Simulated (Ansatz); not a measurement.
Consider the cleavage of the Si–Si bond: `[AlH2][NH][SiH2][SiH3]` + HCl → `[AlH2][NH][SiH2]Cl` + SiH₄.

Isolated molecules relaxed with PBE0-D4/def2-TZVP in Ansatz; ΔE leaves out vibrations. CCSD(T)/CBS is the MP2 limit (def2-TZVPP, def2-QZVPP) plus CCSD(T) − MP2 in def2-TZVPP, frozen cores. This one scheme is used for every species. Functionals use def2-TZVPP. B3LYP here is the variant with VWN-RPA as its local correlation; programs differ in this. One conformer a species, not always the lowest.

`[AlH2][NH][SiH2][SiH3]`:

```xyz
12

Al    0.872   -2.460    0.415
N     0.592   -0.946   -0.484
Si   -0.801    0.084   -0.490
Si   -0.290    2.250    0.249
H    -0.293   -3.000    1.335
H     2.278   -3.165    0.233
H     1.356   -0.620   -1.062
H    -1.804   -0.534    0.419
H    -1.415    0.186   -1.848
H    -1.476    3.147    0.164
H     0.796    2.833   -0.590
H     0.186    2.225    1.660
```

HCl:

```xyz
2

Cl   -0.538    0.096    0.332
H     0.538   -0.096   -0.332
```

`[AlH2][NH][SiH2]Cl`:

Z-matrix (Å, degrees):
```
Si
N 1 1.708
Cl 1 2.066 2 112.4
H 1 1.481 2 111.9 3 118.1
H 1 1.479 2 108.2 3 -118.0
Al 2 1.790 1 128.6 3 103.5
H 2 1.013 1 114.8 3 -72.5
H 6 1.579 2 117.4 1 2.6
H 6 1.581 2 117.3 1 -178.1
```

SiH₄:

Z-matrix (Å, degrees):
```
Si
H 1 1.485
H 1 1.485 2 109.5
H 1 1.485 2 109.5 3 -120.0
H 1 1.485 2 109.5 3 120.0
```

Is it downhill or uphill in electronic energy at CCSD(T)/CBS, and by how much? (Best estimate.)

Computed: Downhill: ΔE = -1.20 eV.

What do these levels give: PBE-D4, r2SCAN-D4, PBE0-D4, B3LYP-D4, ωB97X-V, B2PLYP, PBE, r2SCAN, HF/def2-TZVPP, MP2/def2-TZVPP, CCSD(T)/def2-TZVPP, MP2/CBS(def2)? (Estimate.)

Ansatz gave: PBE-D4 -1.03, r2SCAN-D4 -1.18, PBE0-D4 -1.10, B3LYP-D4 -1.18, ωB97X-V -1.20, B2PLYP -1.25, PBE -1.05, r2SCAN -1.19, HF/def2-TZVPP -1.40, MP2/def2-TZVPP -1.28, CCSD(T)/def2-TZVPP -1.18, MP2/CBS(def2) -1.31 eV.

Largest T1 diagnostic among the species: 0.013.

From PBE to PBE0 (25 % exact exchange), in def2-TZVPP and without D4, ΔE moves by −0.06 eV. The D4 term adds +0.03 eV with B3LYP and +0.02 eV with PBE0; it sums over pairs of atoms, weighted by their polarisabilities, and B3LYP, whose exchange is more repulsive, gets the larger term.
